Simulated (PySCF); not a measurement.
CH7Al2N (calculated)

Calculation on a computer-drawn molecule: the log of a Hartree-Fock and frozen-core CCSD(T) single point meant for a local Hartree-Fock minimum, with one planted fault or none, to be diagnosed. Offsets are logged minus clean, where the clean run is the same molecule without the fault. The reference is restricted for singlets and unrestricted otherwise, and also for a bond in bohr or an excited solution. Adding or removing an electron swaps singlet and doublet. The excited solution moves the top pair (singlet) or top alpha electron (doublet) to the lowest empty orbital. Highest occupied and lowest empty are orbital energies over both spins, largest force is the largest gradient component, triples share is (T) over the correlation energy, the T1 limit is 0.02 restricted and 0.045 unrestricted, electrons count all cores, a negative frequency is imaginary (commonest isotopes), and the dipole is about the centre of nuclear charge. Program: PySCF 2.14.0.

```json
{"formula": "CH7Al2N", "logged_structure": {"atoms_angstrom": [["C", -0.1716, 1.552, -1.9392], ["Al", -0.9512, -0.2013, -1.5341], ["N", -2.4873, -0.3683, -0.6263], ["Al", -3.6256, 0.8022, 0.0922], ["H", -0.0881, 1.6934, -3.0239], ["H", -0.7458, 2.3916, -1.5375], ["H", 0.848, 1.622, -1.5412], ["H", -0.2422, -1.5395, -2.0029], ["H", -2.7649, -1.3308, -0.4955], ["H", -4.9134, 0.2698, 0.8385], ["H", -3.3202, 2.3457, -0.034]]}, "given": {"meant_charge": 0, "meant_multiplicity": 1, "meant_basis": "cc-pV(D+d)Z", "logged_electrons": 46, "logged_basis_functions": 109, "logged_SCF_converged": "yes", "logged_spin_squared": 2.0093, "logged_highest_occupied [eV]": -4.0486, "logged_lowest_empty [eV]": -2.2477, "logged_largest_force [hartree/bohr]": 0.1093, "logged_T1_diagnostic": 0.061619, "logged_D1_diagnostic": 0.38424, "logged_triples_share": 0.03088, "logged_CC_converged": "yes", "logged_dipole_magnitude [debye]": 4.5277, "logged_SCF_stable_within_its_kind": "yes", "logged_energy_HF [hartree]": -580.08233, "logged_energy_CCSD(T) [hartree]": -580.59667, "possible_faults": "no fault, one electron removed, one electron added, multiplicity raised by two, geometry at a saddle point, SCF held on an excited solution, minimal basis STO-3G, one bond length entered in bohr, all coordinates scaled", "drawn_bonds_atom": [1, 2, 3, 1, 1, 1, 2, 3, 4, 4], "drawn_bonds_other_atom": [2, 3, 4, 5, 6, 7, 8, 9, 10, 11], "drawn_bonds_order": [1, 1, 1, 1, 1, 1, 1, 1, 1, 1]}, "results": {}, "notes": ["T1 above single-reference limit"]}
```

**Q.** Which fault was planted in the run of CH7Al2N?
**A.** multiplicity raised by two

Further results for CH7Al2N:

```
HF energy offset from clean run      : 138.4 kcal/mol
CCSD(T) energy offset from clean run : 139.7 kcal/mol
```
